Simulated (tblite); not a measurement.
Run record: tight-binding relaxation, `CC#C[C@@]1(B(Cl)Cl)C=C1C`.

Computed with GFN2-xTB geometry optimisation, gas phase (tblite 0.8.0). Start geometry: from a force field or distance geometry. A driver script takes a list of jobs; this job's settings line and coordinates (Å) are shown.

Command:
```bash
OMP_NUM_THREADS=1 python probes_run.py task.json out
```

Input:
```
{"job": {"kind": "relax", "xc": "GFN2-xTB", "basis": "xTB"}, "charge": 0, "multiplicity": 1}
C      3.461100    -0.227600     0.665900
C      2.042600     0.031100     0.265600
C      0.904000     0.250700    -0.042900
C     -0.492600     0.523200    -0.442300
B     -0.918300     1.995800    -0.777300
Cl    -2.386200     2.718000     0.083200
Cl     0.297100     3.178100    -1.532900
C     -1.028500    -0.476600    -1.407200
C     -1.505600    -0.522500    -0.149100
C     -2.484000    -1.268400     0.723200
H      3.942100     0.711800     1.015500
H      4.012500    -0.663100    -0.203400
H      3.469100    -0.963800     1.477900
H     -1.024800    -0.878500    -2.435300
H     -2.357500    -1.052500     1.788100
H     -3.521700    -0.979200     0.405700
H     -2.416200    -2.364300     0.555500
```

**Question.** Give the output.

**Answer.** 
```
step      E/eV     max force
  0    -783.08355    2.947
  1    -783.46644    2.899
  2    -783.50097    6.387
  3    -783.71823    1.431
  4    -783.75291    1.810
  5    -783.80026    0.653
  6    -783.82814    0.425
  7    -783.83844    0.363
  8    -783.84686    0.178
  9    -783.85334    0.259
... (120 lines left out)
130    -784.09488    0.011
131    -784.09491    0.015
132    -784.09493    0.016
133    -784.09495    0.015
134    -784.09498    0.016
135    -784.09501    0.017
136    -784.09504    0.016
137    -784.09508    0.012
138    -784.09511    0.010
139    -784.09514    0.007
```

«max force» is the largest atomic force in eV/Å.

**Question.** From which step on does the largest force stay under 0.1 eV/Å, and how much energy is left to gain from there?

**Answer.** From step 111 (0.047 eV/Å), 3.2 meV above the end.

Main results: energy lowered by 23.3 kcal/mol over 139 steps; largest atomic force 0.007 eV/Å at the end.

**Question.** Where do the atoms end?

**Answer.** 0.602 Å rms from the input after alignment:
```
atom  x, y, z in Å
C1     3.3426   -0.2447    0.6595
C2     1.9902    0.0060    0.2111
C3     0.8708    0.2188   -0.1657
C4    -0.4731    0.4791   -0.6121
B5    -0.9546    1.9471   -0.7007
Cl6   -2.5721    2.2868   -1.2242
Cl7    0.0650    3.2671   -0.2700
C8    -1.1002   -0.5914   -1.5354
C9    -1.5107   -0.6375   -0.3178
C10   -2.2771   -1.1314    0.8193
H11    3.7955    0.6855    1.0011
H12    3.9404   -0.6484   -0.1577
H13    3.3401   -0.9592    1.4827
H14   -1.0533   -0.9171   -2.5422
H15   -1.6030   -1.3784    1.6394
H16   -2.9603   -0.3547    1.1641
H17   -2.8472   -2.0154    0.5385
```

**Question.** How long does this job take on Intel Xeon at 2.50 GHz, one thread, shared host with 64 logical CPUs at a one-minute load of 63?

**Answer.** About 4.3 s.
Labels such as C1 count atoms from 1, the log's own numbers from 0.
